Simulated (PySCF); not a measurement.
## Ge(2+): excitation energy

Ge(2+) [Ar] 3d10 4s2 (1S) → Ge(2+) [Ar] 3d10 4s1 4p1 (3P), as a difference of total energies. Computed with PySCF 2.14 in cc-pVQZ-DK (7s6p4d2f1g, 68 functions), with the spin-free X2C one-electron Hamiltonian (Gaussian nucleus). Correlated levels: valence: [Ar] 3d10 frozen. The calculations carry no spin-orbit coupling.

```csv
method,excitation energy (eV)
UHF,6.415
MP2 (valence),7.158
SCS-MP2 (valence),7.368
CCSD (valence),7.399
```

How much does correlation contribute at MP2 (valence)?

7.158 − (6.415) = 0.743 eV, measured against UHF.

The basis was made for the ground configuration and has no added diffuse functions, so the excitation energy can come out too high.

With two correlated electrons CCSD is exact in that space.
